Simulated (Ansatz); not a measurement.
Basis sets compared for diborane 1,2-di Cl (B2H4Cl2). The state is a singlet with charge 0. Geometry PBE0-D4/def2-SVP. Ansatz on 4 threads of Intel Xeon on a shared host; times are rough, and most runs start from earlier orbitals.

```xyz
8

B     0.845   -0.086    0.269
Cl    2.175    0.404   -0.793
H     1.068   -0.537    1.360
H     0.030   -0.916   -0.385
B    -0.845    0.086   -0.269
Cl   -2.175   -0.404    0.793
H    -1.068    0.537   -1.360
H    -0.030    0.916    0.385
```

Binding counts from free atoms (B doublet, Cl doublet, H doublet) in the same basis, without a counterpoise term.

| level | functions | energy (Eh) | HOMO (eV) | LUMO (eV) | binding per atom (eV) | wall time |
| --- | --- | --- | --- | --- | --- | --- |
| HF/6-31G | 52 | -970.6175 | -12.30 | 2.24 | 2.38 | 0.76 s |
| PBE-D4/def2-SVP | 84 | -971.7709 | -7.33 | -2.02 | 3.47 | 1.5 s |
| PBE0-D4/def2-SVP | 84 | -971.8679 | -8.79 | -1.13 | 3.44 | 2 s |

(1) Estimate the rows for HF/def2-TZVP, PBE-D4/def2-TZVP (with forces), PBE0-D4/def2-TZVP.

Results:

(1) 
| level | functions | energy (Eh) | HOMO (eV) | LUMO (eV) | binding per atom (eV) | wall time |
| --- | --- | --- | --- | --- | --- | --- |
| HF/def2-TZVP | 160 | -970.7836 | -12.18 | 2.38 | 2.61 | 2.4 s |
| PBE-D4/def2-TZVP (with forces) | 160 | -972.1456 | -7.54 | -2.26 | 3.44 | 3.1 s |
| PBE0-D4/def2-TZVP | 160 | -972.2364 | -8.94 | -1.33 | 3.40 | 4.1 s |
